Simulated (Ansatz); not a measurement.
C3H7FGe can be A, `F[C@H]1C[C@@H]1[GeH3]`, or B, `C=[CH][GeH2][CH2]F`.

Computed with Ansatz on PBE0-D4/def2-TZVP structures; ΔE is electronic, products minus reactants. CCSD(T)/CBS is the MP2 limit (def2-TZVPP, def2-QZVPP) plus CCSD(T) − MP2 in def2-TZVPP, frozen cores. Functionals use def2-TZVPP. B3LYP here is the variant with VWN-RPA as its local correlation; programs differ in this. For Ge outer-core shells are correlated without core-valence functions, which leaves a few kJ/mol of doubt a bond. Scalar relativity is left out up to krypton. One conformer a species, not always the lowest.

Question: Which is lower in electronic energy at CCSD(T)/CBS, and by how much? (An estimate is asked.)

Answer: Computed: B, by 5.2 kcal/mol.

Question: Give E(B) − E(A) in kcal/mol with r2SCAN-D4, CCSD(T)/def2-TZVPP, PBE0-D4, B2PLYP, B3LYP-D4, CCSD/def2-TZVPP, HF/def2-TZVPP. (Best estimate.)

Answer: Computed: r2SCAN-D4 -1.9, CCSD(T)/def2-TZVPP -5.1, PBE0-D4 -0.2, B2PLYP -5.8, B3LYP-D4 -6.5, CCSD/def2-TZVPP -4.9, HF/def2-TZVPP -7.1. None reverses the order clearly.

Largest T1 diagnostic: 0.011.

In def2-TZVPP, CCSD(T) changes the Hartree–Fock value by +2.0 kcal/mol (the triples alone add −0.2 kcal/mol) and MP2 by +4.5 kcal/mol. From PBE to PBE0 (25 % exact exchange), in def2-TZVPP and without D4, E(B) − E(A) moves by +1.9 kcal/mol.
